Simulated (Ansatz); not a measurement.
Two isomers of C3H10OSi: A = `COCC[SiH3]`, B = `COC[SiH2]C`.

Gas-phase electronic energies from Ansatz, PBE0-D4/def2-TZVP geometries. CBS: MP2 limit from def2 TZ/QZ plus the TZ coupled-cluster correction, frozen cores. Functionals use def2-TZVPP. B3LYP here is the variant with VWN-RPA as its local correlation; programs differ in this. One conformer a species, not always the lowest.

A:

Z-matrix (Å, degrees):
```
C
O 1 1.400
H 1 1.090 2 107.6
H 1 1.099 2 111.6 3 -119.4
H 1 1.099 2 111.6 3 119.4
C 2 1.406 1 112.3 3 179.9
C 6 1.510 2 109.2 1 -180.0
H 6 1.102 2 109.8 1 58.6
H 6 1.102 2 109.8 1 -58.6
Si 7 1.877 6 113.8 2 179.9
H 7 1.095 6 109.4 2 -58.4
H 7 1.095 6 109.4 2 58.2
H 10 1.489 7 110.7 6 -59.9
H 10 1.487 7 110.0 6 -180.0
H 10 1.489 7 110.7 6 60.0
```

B:

Z-matrix (Å, degrees):
```
C
O 1 1.400
H 1 1.099 2 111.4
H 1 1.090 2 107.4 3 119.2
H 1 1.099 2 112.3 3 -121.3
C 2 1.415 1 113.0 3 59.0
Si 6 1.903 2 114.7 1 74.3
H 6 1.095 2 106.2 1 -167.1
H 6 1.102 2 110.7 1 -52.0
C 7 1.868 6 110.0 2 49.2
H 7 1.491 6 111.5 2 -73.1
H 7 1.491 6 106.7 2 170.1
H 10 1.093 7 110.7 6 60.8
H 10 1.092 7 111.4 6 -178.6
H 10 1.092 7 110.2 6 -58.4
```

(1) Which is lower in electronic energy at CCSD(T)/CBS, and by how much? (Best estimate.)

(2) Give E(B) − E(A) in kcal/mol with B3LYP-D4, CCSD(T)/def2-TZVPP, PBE-D4, PBE0-D4, LDA (SPW92), MP2/def2-TZVPP, r2SCAN-D4. (Best estimate.)

(3) Does the order hold for the free energy at 298.15 K (harmonic terms from PBE0-D4)? (Best estimate.)

Largest T1 diagnostic: 0.011.

## Answers

(1) Computed: B, by 3.7 kcal/mol.

(2) The calculation gave: B3LYP-D4 -4.5, CCSD(T)/def2-TZVPP -3.4, PBE-D4 -4.8, PBE0-D4 -4.2, LDA (SPW92) -3.6, MP2/def2-TZVPP -3.5, r2SCAN-D4 -4.6. None reverses the order clearly.

(3) Ansatz gave: Yes: G(B) − G(A) = -4.0 kcal/mol, for one conformer each. Modes under 60 cm⁻¹, often nearly free rotors, make the harmonic entropy too high.

At CCSD(T), def2-SVP lies +3.1 kcal/mol from the extrapolated value and def2-TZVPP +0.3 kcal/mol. From BLYP to BHLYP (50 % exact exchange), in def2-TZVPP and without D4, E(B) − E(A) moves by +1.0 kcal/mol.
